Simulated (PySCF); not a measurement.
Symmetry of computed structures. Level of theory: PBE0-D3(BJ)/def2-SVP geometry optimisation, gas phase in PySCF. The symmetry is that of the one conformer found, every atom within 0.08 Å of its image; none is proved a minimum here.

(1) GeH2(NHMe)2 (`[H][Ge]([H])([NH]C)[NH]C`): symmetry, top, dipole?

(2) What symmetry has `C#CC#CC(F)(F)F`?

(3) Point group, rotor type and polarity of `[H][Cr]([H])([H])[H]` [triplet]?

(4) `[CH3:1][Si:2]([CH3:3])([CH3:4])[C:5]([F:6])([F:7])[Br:8]`: symmetry, top, dipole?

(5) What symmetry has `[F:1][C:2]([F:3])([F:4])[C@:5]12[C@@H:6]3[CH2:7][C@@:8]1([F:9])[CH2:10][C@H:11]23`?

(6) Point group, rotor type and polarity of `C=[PH3]`?

(7) What symmetry has `[Cl][Cr][Cl]` [quintet]?

(8) Point group, rotor type and polarity of `[Cl:1][B:2]([Cl:3])[SiH:4]1[SiH2:5][SiH2:6][SiH2:7]1` with Cl1–B2–Si4–Si5 133°, B2–Si4–Si5–Si6 86°, Si4–Si5–Si6–Si7 21°, Si5–Si6–Si7–Si4 -21°, B2–Si4–Si7–Si6 -86°?

Answers

(1) C1; asymmetric top; symmetry number 1; this conformer is chiral (no improper operation); dipole 1.25 D; A, B, C = 5663, 1941, 1571 MHz.

(2) C3v; prolate symmetric top; symmetry number 3; 6 operations, which sort the 9 atoms into 7 sets; dipole 2.73 D, along the axis; A, B, C = 5735, 884.1, 884.0 MHz.

(3) Td; spherical top; symmetry number 12; 24 operations, which sort the 5 atoms into 2 sets; dipole forbidden by symmetry (computed 0.01 D).

(4) Cs; asymmetric top; symmetry number 1; 2 operations, which sort the 17 atoms into 11 sets; dipole 2.80 D, in the ab plane, which is the mirror; A, B, C = 1604, 804.5, 733.2 MHz; heavy atoms equivalent by symmetry: C1/C4, F6/F7.

(5) Cs; asymmetric top; symmetry number 1; 2 operations, which sort the 17 atoms into 11 sets; dipole 2.92 D, in the ab plane, which is the mirror; heavy atoms equivalent by symmetry: F1/F3, C6/C11, C7/C10.

(6) Cs; near-prolate asymmetric top; symmetry number 1; 2 operations, which sort the 7 atoms into 5 sets; dipole 2.18 D, in the ac plane, which is the mirror; A, B, C = 76333, 13910, 13187 MHz.

(7) D∞h; linear; symmetry number 2; dipole forbidden by symmetry (computed 0.00 D).

(8) Cs; near-prolate asymmetric top; symmetry number 1; 2 operations, which sort the 14 atoms into 11 sets; dipole 0.36 D, in the ab plane, which is the mirror; A, B, C = 1302, 531.5, 509.0 MHz; heavy atoms equivalent by symmetry: Si5/Si7.

Neither the SCF state along the optimisation nor the shape of the open-shell metal species was proved the lowest: other solutions of the same spin, or a structure of lower symmetry, can lie below.
